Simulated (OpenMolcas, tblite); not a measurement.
## A ladder of methods for C2H3BFN (SMILES FB1C=NC1)

The species is C2H3BFN (8 atoms), meant as a singlet with charge 0. SMILES: `FB1C=NC1`. The coordinates come from a PBE0-D4/def2-TZVP relaxation.

Quantity: the dipole moment, in D. The values are calculated.

| level | kind | program | value (D) |
| --- | --- | --- | --- |
| IPEA1-xTB | semi-empirical | tblite | 0.61 |
| HF/def2-SVP | Hartree–Fock | OpenMolcas | 0.98 |
| SVWN5/def2-SVP | LDA | OpenMolcas | 0.62 |
| PBE/def2-SVP | GGA | OpenMolcas | 0.63 |
| M06-L/def2-SVP | meta-GGA | OpenMolcas | 0.80 |
| r2SCAN/def2-SVP | meta-GGA | OpenMolcas | 0.72 |
| B3LYP/def2-SVP | global hybrid | OpenMolcas | 0.72 |

The values span 0.61 to 0.98 D. Magnitudes only.
